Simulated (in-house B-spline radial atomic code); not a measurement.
Computed with a B-spline radial atomic code. Model: two electrons, singlet ground state, non-relativistic, full CI in B-splines with partial waves to l = 8 (at full coupling up to 3e-4 hartree above the limit, correlation up to 0.6 % small), density held at that of full coupling by Lieb maximisation.

Along the adiabatic connection the electron repulsion is scaled by a coupling λ while a local potential keeps the density fixed. At λ = 0 the system is the Kohn-Sham one and W equals the exchange energy; the exchange-correlation energy is the area under W between 0 and 1. The kinetic energy rises with λ as the electrons avoid each other, with dT/dλ = −λ dW/dλ.

Command:
```bash
python run_ac.py task.json out
```
Settings (lengths in bohr, energies in hartree):
```
potential              gauss
strength               1.99
lmax                   8
second                 8.42
```

Cost of the run: 40 s on 1 thread of Intel(R) Xeon(R) Processor @ 2.30GHz, with other jobs on the host.

**W = mean repulsion less Hartree energy, and W of three functionals.**

Given: confinement Gaussian well; well depth 1.99 hartree; well width 8.42 bohr; external potential -V exp(-r^2/w^2).

Computed: PBE exchange minus exact 13.807 millihartree; SCAN exchange minus exact 0.69025 millihartree.

```tsv
coupling	W xc (hartree)	W xc minus exchange (millihartree)	kinetic minus Kohn-Sham (millihartree)	LDA (PW92) W minus its exchange (millihartree)	PBE W minus its exchange (millihartree)	SCAN W minus its exchange (millihartree)
0	-0.32569	0	0	0	0	0
0.02	-0.32768	-1.994	0.02	-9.33	-3.26	-1.87
0.05	-0.33057	-4.878	0.12	-18.19	-7.62	-4.52
0.12	?	?	?	?	?	?
0.25	-0.34696	-21.267	2.5	-51.42	-29.16	-19.45
0.4	-0.35664	-30.95	5.63	-66.76	-40.83	-28.44
0.6	-0.36702	-41.331	10.77	-81.99	-53.13	-38.4
0.8	-0.37527	-49.576	16.52	-93.69	-62.96	-46.62
1	-0.38195	-56.263	22.51	-103.13	-71.09	-53.53
1.4	?	?	?	?	?	?
2	-0.40252	-76.834	52.06	-133.02	-97.71	-76.24
3	-0.41331	-87.616	78.54	-149.88	-113.17	-88.74
4.5	-0.42273	-97.043	113.25	-165.65	-127.82	-99.44
7	-0.43147	-105.78	162.37	-181.26	-142.49	-108.5
```

Question: What belongs in the row 0.12?

Answer: W xc (hartree): -0.33683; W xc minus exchange (millihartree): -11.144; kinetic minus Kohn-Sham (millihartree): 0.65; LDA (PW92) W minus its exchange (millihartree): -32.82; PBE W minus its exchange (millihartree): -16.31; SCAN W minus its exchange (millihartree): -10.22.

Question: What belongs in the row 1.4?

Answer: W xc (hartree): -0.39213; W xc minus exchange (millihartree): -66.441; kinetic minus Kohn-Sham (millihartree): 34.61; LDA (PW92) W minus its exchange (millihartree): -117.66; PBE W minus its exchange (millihartree): -83.88; SCAN W minus its exchange (millihartree): -64.5.

Question: What is the LDA exchange minus exact?

Answer: 46.885 millihartree.

**Energy parts, natural occupations and partial-wave weights.**

Computed: total energy -2.9816 hartree; kinetic part of the DFT correlation energy 0.022513 hartree; initial slope twice GL2 -0.10113 hartree; kinetic part over minus potential part 0.40013; Hartree energy 0.65138 hartree; Kohn-Sham kinetic 0.25331 hartree; Lieb Oxford ratio E_xc over LDA exchange 1.2892.

```csv
natural,occupation of the shell (electrons)
s,1.9003
p,0.092431
s,?
d,0.0013114
p,0.00033881
f,0.0001419
```

Question: What belongs in the row s?

Answer: occupation of the shell (electrons): 0.0053122.

```json
{"wave": "s", "weight": "0.95282"}
{"wave": "p", "weight": "?"}
{"wave": "d", "weight": "0.00068339"}
{"wave": "f", "weight": "7.8126e-05"}
{"wave": "g", "weight": "1.6673e-05"}
```

Question: What belongs in the row p?

Answer: weight: 0.046393.

Question: What is the exchange energy?

Answer: -0.32569 hartree.

Question: What is the correlation energy?

Answer: -0.033751 hartree.

Half-way to full coupling W has made 64 % of its drop, against 50 % for a straight line, and second-order (GL2) theory, half the initial slope, overshoots the correlation energy by about 50 %: a marked bend. Over couplings 0 to 1 the errors in E_xc come to about +12 millihartree for LDA, +3.8 millihartree for PBE, +2.9 millihartree for SCAN, so SCAN is nearest. In LDA and PBE the errors of exchange and correlation have opposite signs, so the sum is smaller than the larger of the two.
